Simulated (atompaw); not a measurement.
# An all-electron radial function and its pseudo partner (Nb)

Columns: radius, all-electron u(r) and pseudo u(r) of the 5p shell (level -5.91 eV) of niobium in the configuration [Ar] 3d10 4s2 4p6 4d4 5s0 5p0; LDA (PW92), scalar-relativistic, PAW (atompaw) scheme, atompaw 4.2.0.5.

```
r (bohr)  all-electron   pseudo
   0.098       -0.0877  -0.0031
   0.196        0.0501  -0.0123
   0.294        0.1413  -0.0267
   0.392        0.1224  -0.0450
   0.490        0.0408  -0.0657
   0.588       -0.0563  -0.0869
   0.687       -0.1420  -0.1067
   0.785       -0.2027  -0.1229
   0.883       -0.2368  -0.1340
   0.981       -0.2464  -0.1384
   1.079       -0.2355  -0.1352
   1.177       -0.2089  -0.1237
   1.275       -0.1708  -0.1040
   1.373       -0.1249  -0.0766
   1.471       -0.0743  -0.0421
   1.569       -0.0212  -0.0020
   1.667        0.0324   0.0423
   1.765        0.0853   0.0892
   1.863        0.1366   0.1371
   1.962        0.1859   0.1851
   2.060        0.2319   0.2309
   2.158        0.2747   0.2740
   2.256        0.3142   0.3139
   2.354        0.3503   0.3502
   2.452        0.3830   0.3830
   2.550        0.4123   0.4123
```

Q: How many radial nodes do the two functions have?

A: The all-electron 5p function has n − l − 1 = 3; the pseudo-wave has 1, since 1 lower shell of the same l stays in the valence.

Q: Is the pseudo-wave norm-conserving?

A: No, it belongs to a PAW set: the norm inside the radius is not constrained, and the difference is carried by the augmentation charge.
